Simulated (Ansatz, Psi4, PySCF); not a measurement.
F6Mo, charge -1, doublet, at a GFN2-xTB geometry (such geometries of metal compounds can be far from the true shape) (the multiplicity is a formal guess) (core potentials on Mo). Base run: B3LYP/def2-SVP (PySCF).

Input for PySCF:
```python
from pyscf import gto, scf, dft

mol = gto.M(
    atom='''
Mo   -0.000000   -0.000000   -0.000000
F     1.140238   -0.481208   -1.451712
F    -1.140238    0.481208    1.451712
F    -1.112596    0.749366   -1.122278
F    -0.930779   -1.655156   -0.182429
F     0.930779    1.655156    0.182429
F     1.112596   -0.749366    1.122278
''',
    basis='def2-svp',
    ecp={'Mo': 'def2-svp'},
    charge=-1,
    spin=1,
    verbose=4,
)

mf = dft.UKS(mol)
mf.xc = 'b3lyp'
mf.kernel()
```

The same geometry, method and basis name were run in Ansatz (an electronic-structure program) and Psi4 and PySCF, at each program's defaults and at the settings that a row names. The base is PySCF at its defaults. Differences at the defaults can come from grids, fitting, cores and function types together.

| code and settings | ΔE vs base (mEh) | basis functions | E (Eh) | SCF cycles |
|---|---|---|---|---|
| PySCF, defaults (exact integrals, its default grid, spherical functions) | 0.000 | 115 | -667.13751 | 11 |
| Psi4, defaults (density fitting with its default set, its default grid, spherical functions) | -0.065 | 115 | -667.13757 | 15 |
| Ansatz, defaults (factorised integrals, its default grid, spherical functions) | -0.004 | 115 | -667.13751 | - |
| PySCF, density fitting with def2-universal-jkfit | -0.020 | 115 | -667.13753 | 11 |
| PySCF, fine grid | -0.017 | 115 | -667.13753 | 11 |
| Psi4, exact integrals, spherical functions, fine grid | -0.008 | 115 | -667.13752 | 22 |
| Ansatz, high accuracy | -0.010 | 115 | -667.13752 | - |

Open shells are given as the SCF converged; they aren't shown to be the lowest states, and a large step between rows can be another state.
